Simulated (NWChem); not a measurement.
Everything below was run with NWChem. System: diphosphane (H4P2), charge 0, spin multiplicity 1, at a geometry optimised with B3LYP/def2-SVP. Level: TD-PBE/aug-cc-pVDZ.

Job file:

```
start mol
memory heap 200 mb stack 900 mb global 1100 mb
geometry units angstroms nocenter noautoz
  P      1.008557     0.521693     0.000000
  P     -1.008557    -0.521693     0.000000
  H      1.540850    -0.316327     1.031272
  H      1.540850    -0.316327    -1.031272
  H     -1.540850     0.316327     1.031272
  H     -1.540850     0.316327    -1.031272
  symmetry group C2h
end
basis spherical
  * library aug-cc-pvdz
end
dft
  xc xpbe96 cpbe96
  semidirect memsize 60000000 filesize 0
  iterations 100
end
tddft
  rpa
  nroots 6
  notriplet
  thresh 1e-4
end
task tddft energy
```

NWChem printed:

```
             Northwest Computational Chemistry Package (NWChem) 7.3.0
             --------------------------------------------------------

                                NWChem Input Module
                                -------------------

 Scaling coordinates for geometry "geometry" by  1.889725989
 (inverse scale =  0.529177249)

 Turning off AUTOSYM since
 SYMMETRY directive was detected!

                             Geometry "geometry" -> ""
                             -------------------------

 Output coordinates in angstroms (scale by  1.889725989 to convert to a.u.)

  No.       Tag          Charge          X              Y              Z
 ---- ---------------- ---------- -------------- -------------- --------------
    1 P                   15.0000     1.00855700     0.52169300     0.00000000
    2 P                   15.0000    -1.00855700    -0.52169300     0.00000000
    3 H                    1.0000     1.54085000    -0.31632700     1.03127200
    4 H                    1.0000     1.54085000    -0.31632700    -1.03127200
    5 H                    1.0000    -1.54085000     0.31632700     1.03127200
    6 H                    1.0000    -1.54085000     0.31632700    -1.03127200

 Effective nuclear repulsion energy (a.u.)      87.2530053904

            Nuclear Dipole moment (a.u.)
            ----------------------------
        X                 Y               Z
 ---------------- ---------------- ----------------
     0.0000000000     0.0000000000     0.0000000000

      Symmetry information
      --------------------

 Group name             C2h
 Group number             21
 Group order               4
 No. of unique centers     2

      Symmetry unique atoms

     1    3


 Summary of "ao basis" -> "" (spherical)
 ------------------------------------------------------------------------------
       Tag                 Description            Shells   Functions and Types
 ---------------- ------------------------------  ------  ---------------------
 *                        aug-cc-pvdz                 on all atoms

  pbe96 is a nonlocal functional; adding pw91lda local functional.

                                 NWChem DFT Module
                                 -----------------

 Summary of "ao basis" -> "ao basis" (spherical)
 ------------------------------------------------------------------------------
       Tag                 Description            Shells   Functions and Types
 ---------------- ------------------------------  ------  ---------------------
 P                        aug-cc-pvdz               11       27   5s4p2d
 H                        aug-cc-pvdz                5        9   3s2p

 Summary of "ao basis" -> "ao basis" (spherical)
 ------------------------------------------------------------------------------
       Tag                 Description            Shells   Functions and Types
 ---------------- ------------------------------  ------  ---------------------
 P                        aug-cc-pvdz               11       27   5s4p2d
 H                        aug-cc-pvdz                5        9   3s2p

      Symmetry analysis of basis
      --------------------------

        ag         28
        au         17
        bg         17
        bu         28

            General Information
            -------------------
          SCF calculation type: DFT
          Wavefunction type:  closed shell.
          No. of atoms     :     6
          No. of electrons :    34
           Alpha electrons :    17
            Beta electrons :    17
          Charge           :     0
          Spin multiplicity:     1
          Use of symmetry is: off; symmetry adaption is: on
          Maximum number of iterations: 100
          AO basis - number of functions:    90
                     number of shells:    42
          Convergence on energy requested:  1.00D-06
          Convergence on density requested:  1.00D-05
          Convergence on gradient requested:  5.00D-04

              XC Information
              --------------
          PerdewBurkeErnzerhof Exchange Functional  1.000
            Perdew 1991 LDA Correlation Functional  1.000 local
           PerdewBurkeErnz. Correlation Functional  1.000 non-local

             Grid Information
             ----------------
          Grid used for XC integration:  medium
          Radial quadrature: Mura-Knowles
          Angular quadrature: Lebedev.
          Tag              B.-S. Rad. Rad. Pts. Rad. Cut. Ang. Pts.
          ---              ---------- --------- --------- ---------
          P                   1.00       88          13.0       590
          H                   0.35       45          15.0       434
          Grid pruning is: on
          Number of quadrature shells:   356
          Spatial weights used:  Erf1

          Convergence Information
          -----------------------
          Convergence aids based upon iterative change in
          total energy or number of iterations.
          Levelshifting, if invoked, occurs when the
          HOMO/LUMO gap drops below (HL_TOL):  1.00D-02
          DIIS, if invoked, will attempt to extrapolate
          using up to (NFOCK): 10 stored Fock matrices.

                    Damping( 0%)  Levelshifting(0.5)       DIIS
                  --------------- ------------------- ---------------
          dE  on:    start            ASAP                start
          dE off:    2 iters        100 iters           100 iters

      Screening Tolerance Information
      -------------------------------
          Density screening/tol_rho:  1.00D-10
          AO Gaussian exp screening on grid/accAOfunc:  14
[...]
            General Information
            -------------------
           No. of orbitals :     180
            Alpha orbitals :      90
             Beta orbitals :      90
        Alpha frozen cores :       0
         Beta frozen cores :       0
     Alpha frozen virtuals :       0
      Beta frozen virtuals :       0
         Spin multiplicity :       1
    Number of AO functions :      90
        Use of symmetry is : off
      Symmetry adaption is : on
         Schwarz screening :  0.10D-07

              XC Information
              --------------
   PerdewBurkeErnzerhof Exchange Functional   1.00
     Perdew 1991 LDA Correlation Functional   1.00 local
    PerdewBurkeErnz. Correlation Functional   1.00 non-local

             TDDFT Information
             -----------------
          Calculation type : TDDFT
         Wavefunction type : Restricted singlets
          No. of electrons :      34
           Alpha electrons :      17
            Beta electrons :      17
              No. of roots :       6
          Max subspacesize :    5200
            Max iterations :     100
               Target root :       1
           Target symmetry : none
      Symmetry restriction : off
                 Algorithm : Optimal
        Davidson threshold :  0.10D-03

            Memory Information
            ------------------
          Available GA space size is         144171100 doubles
          Available MA space size is          50646932 doubles
          Length of a trial vector is         1241
          Algorithm : Incore multiple tensor contraction
          Estimated peak GA usage is          26248892 doubles
          Estimated peak MA usage is             25800 doubles

    6 smallest eigenvalue differences (eV)
--------------------------------------------------------
  No. Spin  Occ  Vir  Irrep   E(Occ)    E(Vir)   E(Diff)
--------------------------------------------------------
    1    1   17   18 bu       -0.217    -0.049     4.567
    2    1   17   19 ag       -0.217    -0.035     4.941
    3    1   17   20 bg       -0.217    -0.020     5.360
    4    1   17   21 au       -0.217    -0.007     5.714
    5    1   17   22 bu       -0.217     0.004     6.001
    6    1   17   23 au       -0.217     0.021     6.469
--------------------------------------------------------

  Entering Davidson iterations
  Restricted singlet excited states

  Iter   NTrls   NConv    DeltaV     DeltaE      Time
  ----  ------  ------  ---------  ---------  ---------
    1      6       0     0.16E+00   0.10+100        3.2
    2     12       0     0.62E-01   0.13E-01        3.2
    3     24       0     0.16E-01   0.20E-02        4.6
    4     36       0     0.59E-02   0.13E-03        4.5
    5     48       0     0.28E-02   0.23E-04        4.6
    6     60       0     0.12E-02   0.41E-05        4.6
    7     72       1     0.57E-03   0.61E-06        4.5
    8     82       4     0.20E-03   0.11E-06        4.1
    9     86       6     0.82E-04   0.12E-07        2.7
  ----  ------  ------  ---------  ---------  ---------
  Convergence criterion met

  Ground state ag       -684.773203458967 a.u.

  ----------------------------------------------------------------------------
  Root   1 singlet ag             0.183761627 a.u.                5.0004 eV
  ----------------------------------------------------------------------------
     Transition Moments    X  0.00000   Y  0.00000   Z -0.00000
     Transition Moments   XX  0.88360  XY -1.84916  XZ  0.00000
     Transition Moments   YY -2.06876  YZ -0.00000  ZZ  0.36423
     Dipole Oscillator Strength                    0.0000000000
     Electric Quadrupole                           0.0000001951
     Magnetic Dipole                               0.0000017165
     Total Oscillator Strength                     0.0000019116

          sigma_e =   3.2647 Angstrom
          sigma_h =   1.9803 Angstrom
         |d_h->e| =   0.0000 Angstrom
            d_exc =   3.8281 Angstrom
            d_CD1 =   1.2844 Angstrom
            d_CD2 =  -2.6225 Angstrom
            d_CD3 =   3.8281 Angstrom
     Pearson C.C. =  -0.0057

     Occ.   17  ag  ---  Virt.   19  ag  -0.99748 X
  ----------------------------------------------------------------------------
  Root   2 singlet bu             0.187084444 a.u.                5.0908 eV
  ----------------------------------------------------------------------------
     Transition Moments    X -0.90498   Y -0.74098   Z -0.00000
     Transition Moments   XX  0.00000  XY -0.00000  XZ -0.00000
     Transition Moments   YY -0.00000  YZ -0.00000  ZZ  0.00000
     Dipole Oscillator Strength                    0.1706261894
     Electric Quadrupole                           0.0000000000
     Magnetic Dipole                               0.0000000000
     Total Oscillator Strength                     0.1706261894

          sigma_e =   3.1290 Angstrom
          sigma_h =   1.9742 Angstrom
         |d_h->e| =   0.0000 Angstrom
            d_exc =   3.6718 Angstrom
            d_CD1 =   1.1548 Angstrom
            d_CD2 =  -2.5516 Angstrom
            d_CD3 =   3.6718 Angstrom
     Pearson C.C. =   0.0166

     Occ.   15  ag  ---  Virt.   18  bu   0.15342 X
     Occ.   17  ag  ---  Virt.   18  bu  -0.95474 X
     Occ.   17  ag  ---  Virt.   18  bu   0.05179 Y
     Occ.   17  ag  ---  Virt.   22  bu   0.21195 X
     Occ.   17  ag  ---  Virt.   25  bu  -0.11018 X
  ----------------------------------------------------------------------------
  Root   3 singlet bg             0.206814928 a.u.                5.6277 eV
  ----------------------------------------------------------------------------
     Transition Moments    X -0.00000   Y -0.00000   Z  0.00000
     Transition Moments   XX -0.00000  XY  0.00000  XZ  2.18069
     Transition Moments   YY  0.00000  YZ  1.20261  ZZ  0.00000
     Dipole Oscillator Strength                    0.0000000000
     Electric Quadrupole                           0.0000002921
     Magnetic Dipole                               0.0000033466
     Total Oscillator Strength                     0.0000036387

          sigma_e =   2.7312 Angstrom
          sigma_h =   1.9685 Angstrom
         |d_h->e| =   0.0000 Angstrom
            d_exc =   3.4671 Angstrom
            d_CD1 =   0.7627 Angstrom
            d_CD2 =  -2.3498 Angstrom
            d_CD3 =   3.4671 Angstrom
     Pearson C.C. =  -0.0638

     Occ.   16  bu  ---  Virt.   21  au  -0.12008 X
     Occ.   17  ag  ---  Virt.   20  bg   0.98750 X
     Occ.   17  ag  ---  Virt.   31  bg  -0.06015 X
  ----------------------------------------------------------------------------
  Root   4 singlet au             0.215348234 a.u.                5.8599 eV
  ----------------------------------------------------------------------------
     Transition Moments    X  0.00000   Y -0.00000   Z  0.30914
     Transition Moments   XX  0.00011  XY -0.00001  XZ -0.00000
     Transition Moments   YY -0.00004  YZ -0.00000  ZZ -0.00002
     Dipole Oscillator Strength                    0.0137205050
     Electric Quadrupole                           0.0000000000
     Magnetic Dipole                               0.0000000000
     Total Oscillator Strength                     0.0137205050

          sigma_e =   2.7106 Angstrom
          sigma_h =   1.9746 Angstrom
         |d_h->e| =   0.0000 Angstrom
            d_exc =   3.4292 Angstrom
            d_CD1 =   0.7360 Angstrom
            d_CD2 =  -2.3426 Angstrom
            d_CD3 =   3.4292 Angstrom
     Pearson C.C. =  -0.0479

     Occ.   16  bu  ---  Virt.   20  bg  -0.12414 X
     Occ.   17  ag  ---  Virt.   21  au   0.98380 X
     Occ.   17  ag  ---  Virt.   23  au   0.09653 X
  ----------------------------------------------------------------------------
  Root   5 singlet bu             0.225723428 a.u.                6.1422 eV
  ----------------------------------------------------------------------------
     Transition Moments    X -0.54334   Y  0.00267   Z  0.00000
     Transition Moments   XX -0.00000  XY  0.00000  XZ  0.00000
     Transition Moments   YY -0.00000  YZ  0.00000  ZZ -0.00000
     Dipole Oscillator Strength                    0.0444260944
     Electric Quadrupole                           0.0000000000
     Magnetic Dipole                               0.0000000000
     Total Oscillator Strength                     0.0444260944

          sigma_e =   3.6717 Angstrom
          sigma_h =   1.9721 Angstrom
         |d_h->e| =   0.0000 Angstrom
            d_exc =   4.2114 Angstrom
            d_CD1 =   1.6995 Angstrom
            d_CD2 =  -2.8219 Angstrom
            d_CD3 =   4.2114 Angstrom
     Pearson C.C. =  -0.0252

     Occ.   15  ag  ---  Virt.   18  bu   0.13837 X
     Occ.   16  bu  ---  Virt.   19  ag  -0.09220 X
     Occ.   17  ag  ---  Virt.   18  bu  -0.16689 X
     Occ.   17  ag  ---  Virt.   22  bu  -0.95827 X
     Occ.   17  ag  ---  Virt.   25  bu  -0.13455 X
  ----------------------------------------------------------------------------
  Root   6 singlet au             0.237634144 a.u.                6.4664 eV
  ----------------------------------------------------------------------------
     Transition Moments    X -0.00000   Y -0.00000   Z -0.14864
     Transition Moments   XX -0.00005  XY  0.00004  XZ  0.00000
     Transition Moments   YY  0.00005  YZ -0.00000  ZZ -0.00001
     Dipole Oscillator Strength                    0.0035003359
     Electric Quadrupole                           0.0000000000
     Magnetic Dipole                               0.0000000000
     Total Oscillator Strength                     0.0035003359

          sigma_e =   3.8395 Angstrom
          sigma_h =   1.9791 Angstrom
         |d_h->e| =   0.0000 Angstrom
            d_exc =   4.3348 Angstrom
            d_CD1 =   1.8605 Angstrom
            d_CD2 =  -2.9093 Angstrom
            d_CD3 =   4.3348 Angstrom
     Pearson C.C. =  -0.0087

     Occ.   16  bu  ---  Virt.   20  bg   0.08424 X
     Occ.   17  ag  ---  Virt.   21  au  -0.08187 X
     Occ.   17  ag  ---  Virt.   23  au   0.99133 X

              Target root =      1
          Target symmetry = none
      Ground state energy =   -684.773203458967
        Excitation energy =      0.183761627353
     Excited state energy =   -684.589441831614

  stored tddft:energy   -684.58944183161407

 Task  times  cpu:       42.1s     wall:       42.1s

 Total times  cpu:       42.1s     wall:       42.1s
```
